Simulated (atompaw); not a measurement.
**Scattering properties, PAW (atompaw) potential for copper**

- Element: Cu (Z = 29)
- Generator: atompaw 4.2.0.5
- Type: PAW
- Functional: PBE
- Relativity: scalar-relativistic
- Frozen core: [Ne] 3s2
- Valence charge: 17
- Reference configuration: 3p6 3d10 4s1 4p0
- Partial waves: 4s (bound): rc 2.70 bohr; 4s channel at 0.65 Ry: rc 2.70 bohr; 3p (bound): rc 0.80 bohr; 4p (bound, empty): rc 1.10 bohr; 3d (bound): rc 1.05 bohr; 3d channel at 2.15 Ry: rc 1.05 bohr
- Local potential: troulliermartins scheme with l = 3 at 0 Ry, radius 1.90 bohr
- Core correction: smooth core density matched at 1.35 bohr
- Augmentation charge: sinc compensation charge, radius 2.35 bohr; PAW radius 2.70 bohr; waves and projectors: custom polynom2 7 10 vanderbiltortho

The phase is arctan(r·u′/u) with u = r·R(r), unwrapped; energies in Ry, scanned from -7 to 5 Ry. A pole is an energy at which the radial function vanishes at the test radius. The pseudo phase is shifted by a multiple of π to meet the all-electron one at the reference energy, and phase errors are pseudo minus all-electron; the curves can meet again beyond the range given. Levels narrower than the energy grid can be missing from the lists of poles. n/a: not evaluated, since a narrow level or a reset projector energy made the automatic matching unsafe.

Problem. For each channel, where are the poles, and over which energies does the pseudopotential scatter like the atom?

Solution.

| channel | radius (bohr) | reference energy (Ry) | poles, all-electron | poles, pseudo | unbroken range about the reference energy with phases within 0.05 rad | phase error 1 Ry above the reference energy (rad) |
| --- | --- | --- | --- | --- | --- | --- |
| s | 2.71 | -0.34 | 0.99 | 0.99, 1.96 | below 1.7 | -0.000 |
| p | 2.71 | -0.05 | 1.98 | 1.97 | n/a | n/a |
| d | 2.71 | -0.37 | -0.29, 3.79 | -0.29, 3.79 | the whole range | -0.000 |

A Bessel basis up to 400 Ry misses an occupied level by 3.69 Ry, so cutoffs and ghosts were not judged.

Phases in the d channel:

| E (Ry) | all-electron | pseudo |
| --- | --- | --- |
| -7.00 | 1.434 | 1.434 |
| -6.52 | 1.430 | 1.430 |
| -6.04 | 1.424 | 1.424 |
| -5.56 | 1.419 | 1.419 |
| -5.08 | 1.412 | 1.412 |
| -4.60 | 1.404 | 1.404 |
| -4.12 | 1.396 | 1.396 |
| -3.64 | 1.385 | 1.385 |
| -3.16 | 1.373 | 1.373 |
| -2.68 | 1.358 | 1.358 |
| -2.20 | 1.338 | 1.338 |
| -1.72 | 1.311 | 1.311 |
| -1.24 | 1.268 | 1.268 |
| -0.76 | 1.165 | 1.165 |
| -0.28 | -1.594 | -1.595 |
| 0.20 | -1.916 | -1.916 |
| 0.68 | -2.101 | -2.101 |
| 1.16 | -2.514 | -2.514 |
| 1.64 | -3.553 | -3.553 |
| 2.12 | -4.252 | -4.252 |
| 2.60 | -4.496 | -4.496 |
| 3.08 | -4.612 | -4.612 |
| 3.56 | -4.684 | -4.684 |
| 4.04 | -4.739 | -4.739 |
| 4.52 | -4.789 | -4.790 |
| 5.00 | -4.844 | -4.845 |
